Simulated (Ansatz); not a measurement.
A set of 12 reactions (ligand exchange), with CCSD(T)/CBS values in kJ/mol:

```json
{"reaction": "`CO[SiH2]F` + `BN` → `BN[SiH2]OC` + H–F", "ΔE": "97.7"}
{"reaction": "`[SiH3][SiH2][GeH3]` + `OBF` → `FBO[SiH2][SiH3]` + GeH₄", "ΔE": "-54.8"}
{"reaction": "`CC(C)BS` + CH₃SH → `CSBS` + `CCC`", "ΔE": "-83.1"}
{"reaction": "`OBCF` + `O[SiH2][SiH3]` → `OBO[SiH2][SiH3]` + `CF`", "ΔE": "-144.6"}
{"reaction": "`F[SiH]([SiH3])[SiH2]Cl` + PH₃ → `F[SiH]([SiH3])P` + `[SiH3]Cl`", "ΔE": "-27.8"}
{"reaction": "`F[SiH2]B[SiH3]` + `C=C(O)Cl` → `C=C(Cl)O[SiH3]` + `B[SiH2]F`", "ΔE": "-95.9"}
{"reaction": "`OBCF` + HCl → `OBCl` + `CF`", "ΔE": "-99.8"}
{"reaction": "`[SiH3]CC1C[SiH2]1` + `C=C[Si](O)(O)O` → `C=C[Si](O)(O)O[SiH3]` + `CC1C[SiH2]1`", "ΔE": "-110.4"}
{"reaction": "`C#CBBC` + CH₃OH → `CBBOC` + `C#C`", "ΔE": "-73.7"}
{"reaction": "`F[SiH]([SiH3])[SiH2]Cl` + `OB1N[SiH2]1` → `[SiH3]OB1N[SiH2]1` + `F[SiH2][SiH2]Cl`", "ΔE": "-96.9"}
{"reaction": "`[CH3][In]([Cl])[SeH]` + CH₃OH → `C[O][In]([CH3])[Cl]` + H₂Se", "ΔE": "83.0"}
{"reaction": "`NB(F)[SeH]` + NH₃ → `NB(N)F` + H₂Se", "ΔE": "-35.2"}
```

Calculated with Ansatz (gas phase, PBE0-D4/def2-TZVP geometries, no zero-point term in ΔE). CCSD(T)/CBS adds triple-zeta CCSD(T) − MP2 to the extrapolated MP2 energy (def2 sets, frozen cores). This one scheme is used for every species. DFT in def2-TZVPP. B3LYP here is the variant with VWN-RPA as its local correlation; programs differ in this. Elements past krypton have def2 core potentials. For Ge, In, Se outer-core shells are correlated without core-valence functions, which leaves a few kJ/mol of doubt a bond. Scalar relativity is left out up to krypton. One conformer a species, not always the lowest.

Task: Give the mean, mean absolute and largest difference (level minus CCSD(T)/CBS, kJ/mol) for: PBE-D4, PBE0-D4, ωB97M-V, PBE, r2SCAN, B3LYP, HF/def2-TZVPP, MP2/def2-TZVPP, CCSD/def2-TZVPP, CCSD(T)/def2-TZVPP, MP2/def2-QZVPP, HF/CBS(def2), MP2/CBS(def2), CCSD/CBS(def2). (An estimate is asked.)

Result: Ansatz gave: 
```tsv
level	mean	mean absolute	largest
PBE-D4	9.1	10.3	29.0
PBE0-D4	6.6	7.7	20.2
ωB97M-V	0.2	2.1	5.8
PBE	9.3	10.9	26.5
r2SCAN	2.5	4.8	10.1
B3LYP	0.3	4.5	15.5
HF/def2-TZVPP	-8.0	13.5	-28.0
MP2/def2-TZVPP	-2.5	3.5	-8.5
CCSD/def2-TZVPP	-0.8	2.5	-4.7
CCSD(T)/def2-TZVPP	-0.2	1.1	-2.3
MP2/def2-QZVPP	-2.7	4.0	-9.7
HF/CBS(def2)	-9.2	14.6	-30.9
MP2/CBS(def2)	-2.3	4.1	-9.5
CCSD/CBS(def2)	-0.6	2.0	-3.7
```

The largest T1 diagnostic in the set is 0.014, for `C[O][In]([CH3])[Cl]` (customary mark 0.02).

CCSD(T)/CBS is a level of theory with its own doubt, and the functionals carry their triple-zeta basis error, so these figures describe this set and don't rank the functionals.
